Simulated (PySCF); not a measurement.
PySCF input for GeHClBr2, SMILES [Cl][GeH]([Br])[Br], PBE/pcSseg-1. Geometry optimised at B3LYP-D3(BJ)/def2-SVP.

```python
import numpy as np
from pyscf import gto, scf, dft
from pyscf.prop.nmr import rks as nmr

mol = gto.M(
    atom='''
    Ge    0.51599256   -0.39073060    0.00000000
    Cl   -0.40993016   -2.34019084    0.00000000
    Br   -0.16547444    0.75475351   -1.88300018
    Br   -0.16547444    0.75475351    1.88300017
    H     2.04026126   -0.54612224    0.00000000
    ''',
    basis='pcSseg-1',
    charge=0,
    spin=0,
    max_memory=1600,
    verbose=3,
)
mf = dft.RKS(mol, xc='pbe')
mf.grids.level = 3
mf.conv_tol = 1e-10
mf.max_cycle = 100
mf.kernel()
n = nmr.NMR(mf)
n.verbose = 2
n.max_cycle_cphf = 60
sigma = n.kernel()
print('atom   isotropic/ppm   span/ppm')
for i, s in enumerate(sigma):
    w = np.linalg.eigvalsh((s + s.T) / 2)
    print(f'{mol.atom_symbol(i):2s}{i + 1:3d} {w.mean():14.3f} {w[2] - w[0]:11.3f}')
```

Log of the run:

```
converged SCF energy = -7684.21024144503
atom   isotropic/ppm   span/ppm
Ge  1       1092.097     186.956
Cl  2        688.067     447.147
Br  3       2057.558    1146.724
Br  4       2057.558    1146.724
H   5         23.481      19.479
```

Self-consistency was reached.
